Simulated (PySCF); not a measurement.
Sn(H)(F)(Me)2 (C2H7FSn), SMILES [CH3][SnH]([CH3])[F].

The structure is a stationary point at B3LYP-D3(BJ)/def2-SVP. The structure was generated by enumeration; whether it is a known compound was not checked. The def2 effective core potentials stand for the cores of Sn; spin–orbit coupling is left out.

Calculation: PySCF with HF/def2-TZVP.

The molecule is in vacuum.

Computed frontier levels, gap, dipole moment and polarisability:
| Item | Value |
|---|---|
| highest occupied level | -11.10 eV |
| lowest empty level | 2.53 eV |
| orbital gap | 13.63 eV |
| dipole moment | 3.50 D |
| quadrupole, principal values (traceless, Buckingham form, about the centre of nuclear charge) | -6.85, 2.41, 4.44 D·Å |
| mean static polarisability | 58.9 bohr³ (8.73 Å³) |
| polarisability, principal values | 50.2, 58.8, 67.8 bohr³ |
